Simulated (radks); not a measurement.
Task: Species: Tm10+. Configuration: [Kr] 4d10 4f11 5s2. Method: scalar-relativistic Kohn-Sham, exchange-only LDA, spin-polarised, spherical densities, point nucleus; open shells are filled with parallel spins first (spin-orbit coupling, left out, can overturn this in heavy ions); computed with a radial shooting solver on a logarithmic mesh with Libxc functionals. Some entries of the table are withheld. Estimate them.

| orbital | occ. | eigenvalue (hartree) | <1/r> (bohr^-1) |
|---|---|---|---|
| 1s down | 1 | -2183.462 | 79.05 |
| 1s up | 1 | -2183.462 | 79.05 |
| 2s up | 1 | -373.7327 | 18.42 |
| 2s down | 1 | -373.7302 | 18.42 |
| 2p up | 3 | -330.8612 | 16.96 |
| 2p down | 3 | -330.8594 | 16.96 |
| 3s up | 1 | -88.91103 | 6.794 |
| 3s down | 1 | -88.84996 | 6.797 |
| 3p up | 3 | -75.92954 | 6.338 |
| 3p down | 3 | -75.86873 | 6.341 |
| 3d up | 5 | -59.87010 | 6.008 |
| 3d down | 5 | -59.82283 | 6.011 |
| 4s up | 1 | -22.58598 | 2.881 |
| 4s down | 1 | -22.46485 | 2.880 |
| 4p up | 3 | -18.30514 | 2.636 |
| 4p down | 3 | -18.18626 | 2.634 |
| 4d up | 5 | -12.61192 | 2.341 |
| 4d down | 5 | -12.49570 | 2.338 |
| 5s up | 1 | -7.61463 | (1) |
| 5s down | 1 | -7.54605 | (2) |
| 5p up | 0 | -6.37884 | (3) |
| 5p down | 0 | -6.32029 | (4) |
| 4f up | 7 | -6.28868 | (5) |
| 4f down | 4 | -6.17679 | (6) |
| 6s up | 0 | -3.81060 | 0.6604 |
| 6s down | 0 | -3.78980 | 0.6575 |

Result: 
(1) 5s up <1/r> (bohr^-1): 1.221
(2) 5s down <1/r> (bohr^-1): 1.215
(3) 5p up <1/r> (bohr^-1): 1.094
(4) 5p down <1/r> (bohr^-1): 1.088
(5) 4f up <1/r> (bohr^-1): 1.881
(6) 4f down <1/r> (bohr^-1): 1.873
